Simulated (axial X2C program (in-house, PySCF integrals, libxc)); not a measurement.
**Curves of DyOH⁺ from open-shell CI on f9 s1**

Computed with an in-house all-electron X2C program for linear molecules (integrals from PySCF): two-component X2C with atomic mean-field Coulomb and Gaunt terms, basis Dy dyall-v3z, O dyall-v3z, H dyall-v3z (cores contracted in-house). Orbitals come from Hartree–Fock averaged over the configuration Dy f9 s1; CI then distributes these electrons over the f, s shells of Dy.

Scan along the Dy–O bond with OH moving as one mass, its bond held at 0.950 Å; masses Dy 163.929 u, O 15.995 u, H 1.008 u. Energies in cm⁻¹ from the lowest point; levels are followed by energy order within each Ω. Lowest level at 1.928 Å: 100% f9 s1.

```
R (Å)  (1)Ω=8  (1)Ω=7  (1)Ω=6  (1)Ω=5  (1)Ω=4
1.793    2783    3350    3837    4205    4435
1.861     624    1161    1626    1986    2225
1.928       0     511     956    1306    1546
2.005     659    1143    1565    1901    2139
2.082    2382    2840    3240    3561    3794
2.169    5200    5631    6008    6312    6535
2.275    9406    9809   10158   10441   10652
```

(1) Fit the curves (1)Ω=8, (1)Ω=7, (1)Ω=6, (1)Ω=5, (1)Ω=4 near their minima.

The 5 lowest curves are shown; the next is (1)Ω=3, from 1688 cm⁻¹.

Dynamic correlation is missing, so gaps between terms are too wide and other configurations may lie lower; the lowest level listed is that of this model, not necessarily the ground state. At most 4 roots were kept for each Ω > 0 (twice that for Ω = 0) within 2.2 eV of the lowest, so higher up levels can be missing between those listed; levels with Ω > 0 are doubly degenerate and listed once, Ω = 0 levels singly. The molecule was held linear; bending was not examined.

Answers

(1) From the open-shell CI curves, Te from the lowest:

```
 level  Te (cm⁻¹)  Re (Å)  ωe (cm⁻¹)
(1)Ω=8          0   1.928      739.5
(1)Ω=7        511   1.930      737.8
(1)Ω=6        954   1.931      736.1
(1)Ω=5       1304   1.932      734.5
(1)Ω=4       1545   1.932      733.1
```

Without dynamic correlation distances can be off by several hundredths of an Å (long for ionic bonds, short for multiple bonds) and the wavenumbers are rough.
